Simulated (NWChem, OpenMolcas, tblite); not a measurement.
## A ladder of methods for SnNH4F (SMILES [NH2][SnH2][F])

SnNH4F has 7 atoms, charge 0, and is taken as a singlet. SMILES: `[NH2][SnH2][F]`. The shape is that of a PBE0-D4/def2-TZVP optimisation. This is one conformer, not always the lowest.

Each level gives the vertical ionisation energy (to the doublet cation) (eV). The values are calculated.

```tsv
level	kind	program	value (eV)	less CCSD(T)/def2-SVP	CPU time (all runs)
GFN2-xTB	semi-empirical	tblite	14.72	+5.06	under 2 s
GFN1-xTB	semi-empirical	tblite	15.00	+5.34	under 2 s
HF/def2-SVP (core potential)	Hartree–Fock	OpenMolcas	8.62	-1.04	10 s
SVWN5/def2-SVP (core potential)	LDA	OpenMolcas	9.93	+0.27	52 s
PBE/def2-SVP (core potential)	GGA	OpenMolcas	9.69	+0.03	2.2 min
r2SCAN/def2-SVP (core potential)	meta-GGA	OpenMolcas	9.71	+0.05	84 s
M06-2X/def2-SVP (core potential)	hybrid meta-GGA	OpenMolcas	10.01	+0.35	74 s
MP2/def2-SVP (core potential)	perturbation theory	NWChem	9.82	+0.16	56 s
CCSD(T)/def2-SVP (core potential), open shells restricted	coupled cluster or CI	OpenMolcas	9.66	0.00	99 s
```

Differences are taken from CCSD(T)/def2-SVP (core potential), open shells restricted for orientation; it has basis-set and higher-order errors of its own. Spin-orbit coupling, which can split open shells on such heavy atoms by tenths of an eV, is left out. The values span 8.62 to 15.00 eV. The xTB values lack the empirical shift that such differences need. In the correlated wave-function rows the outer d shell of Sn is correlated, in sets not made for it. CPU times are rough (shared hosts, several kinds of processor and program).
